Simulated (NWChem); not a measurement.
System: CH₃Si, doublet; SMILES C=[SiH]

Computed with NWChem. Spin-unrestricted. Structure relaxed at the PBE0/def2-SVP, spin-unrestricted level. No stability test was run on the SCF state.

### Question
Taking CAM-B3LYP/def2-TZVPP as the yardstick, which of these has the fewest basis functions while keeping “dipole (D)” within 0.1 D of it: CAM-B3LYP/def2-TZVPD; CAM-B3LYP/def2-SVP; CAM-B3LYP/def2-TZVP; CAM-B3LYP/def2-SVPD?

### Answer
CAM-B3LYP/def2-SVPD.
```json
[
 {"level": "CAM-B3LYP/def2-SVP", "basis functions": "47", "dipole (D)": "0.62", "relative time (rough)": "1"},
 {"level": "CAM-B3LYP/def2-SVPD", "basis functions": "68", "dipole (D)": "0.80", "relative time (rough)": "3"},
 {"level": "CAM-B3LYP/def2-TZVP", "basis functions": "86", "dipole (D)": "0.79", "relative time (rough)": "10"},
 {"level": "CAM-B3LYP/def2-TZVPD", "basis functions": "107", "dipole (D)": "0.81", "relative time (rough)": "20"},
 {"level": "CAM-B3LYP/def2-TZVPP", "basis functions": "115", "dipole (D)": "0.79", "relative time (rough)": "20"}
]
```

The yardstick is one finite set, not the basis-set limit.
